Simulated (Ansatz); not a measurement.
Basis-set extrapolation for `[CH3][Al]1[CH2][C]1(F)F` (PBE0-D4/def2-TZVP geometry, frozen core, Ansatz). Multiplicity 1, RHF reference.

```json
{"": "HF", "def2-TZVPP": "-557.377063", "def2-QZVPP": "-557.397993"}
{"": "MP2 correlation", "def2-TZVPP": "-1.074353", "def2-QZVPP": "-1.161296"}
{"": "CCSD(T) correlation", "def2-TZVPP": "-1.148777", "def2-QZVPP": "not run"}
```

Energies in hartree. Use E(X) = E(∞) + A·exp(−7.88·√X) for Hartree–Fock and E(X) = E(∞) + B·X^(−2.97) for correlation, with X = 3 and 4, and add CCSD(T) minus MP2 of the smaller set to the MP2 limit.

What is the CCSD(T) energy at the basis-set limit?

HF limit: -557.397993 + (-0.020930) × 0.13774 = -557.40088. MP2 limit: -1.161296 + (-0.086943) × 0.74074 = -1.22570. Higher-order term: -1.148777 − (-1.074353) = -0.07442. Total: -558.70100 hartree, 4.77 eV below CCSD(T)/def2-TZVPP.
